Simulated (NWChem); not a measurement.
System: HSe2Cl; SMILES Cl[Se][SeH]

```xyz
4

Se     0.7442     0.5540     0.0070
Cl    -0.9318     1.9922     0.0109
Se    -0.2659    -1.5015     0.0297
H     -0.4216    -1.6525    -1.4336
```
Atoms are numbered in this order, from 1.

Program: NWChem. Structure relaxed at the PBE0/def2-SVP level. Ions are spin-unrestricted doublets at the neutral geometry; other ion states weren't tried.

For level PBE/def2-SVP:

```
Item                                   Value
-------------------------------------  -----
vertical ionisation energy, ΔSCF (eV)   8.87
−ε(HOMO) (eV)                           5.66
```

Task: Estimate the same quantities for level PBE0/def2-SVP.

Result: vertical ionisation energy, ΔSCF (eV): 9.21
−ε(HOMO) (eV): 6.98
